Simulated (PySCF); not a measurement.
Excitation energy of P²⁺ by level of theory

P²⁺ [Ne] 3s2 3p1 (2P) → P²⁺ [Ne] 3s1 3p2 (4P), as a difference of total energies. Computed with PySCF 2.14 in x2c-TZVPPall (5s5p3d1f, 42 functions), with scalar relativity by spin-free X2C-1e. Correlated levels: valence and next inner shell: 1s2 frozen. The calculations carry no spin-orbit coupling.

```
                                method  excitation energy (eV)
                                   UHF                   5.518
    MP2 (valence and next inner shell)                   6.671
SCS-MP2 (valence and next inner shell)                   6.998
   CCSD (valence and next inner shell)                   6.949
CCSD(T) (valence and next inner shell)                   6.998
```

Problem. How much does correlation contribute at CCSD(T) (valence and next inner shell)?

Solution. 6.998 − (5.518) = 1.480 eV, measured against UHF.

A first-order spin-orbit estimate (lowest level to lowest level, LS coupling) adds 0.005 eV.
